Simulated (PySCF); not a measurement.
**Radial density of Te (tellurium, neutral)**

wB97X, [Kr] 4d10 5s1 5p5, high-spin 3P determinant (an excited configuration). Calculation: PySCF 2.14, in aug-cc-pVTZ-PP with ECP28MDF (6s5p4d2f, 55 functions); scalar relativity through the core potential. This is the valence pseudo-density: the core potential removes the inner electrons and smooths the orbitals near the nucleus.

```csv
r (bohr),4πr²ρ (e/bohr),4πr²(ρα − ρβ)
0.00219,2.227e-05,0.0000
0.00369,6.140e-05,0.0000
0.00621,0.0001620,0.0000
0.0104,0.0003855,0.0000
0.0176,0.0007723,0.0001
0.0295,0.001317,0.0001
0.0497,0.001806,0.0002
0.0836,0.003624,0.0002
0.141,0.02521,0.0003
0.236,0.3376,0.0031
0.398,5.228,0.0793
0.669,25.10,0.2212
1.13,13.02,0.1613
1.89,3.842,1.2041
3.18,1.471,0.3782
5.35,0.1131,0.0003
9.01,0.0006116,-0.0002
```

Energies and moments cover only the electrons outside the core potential.
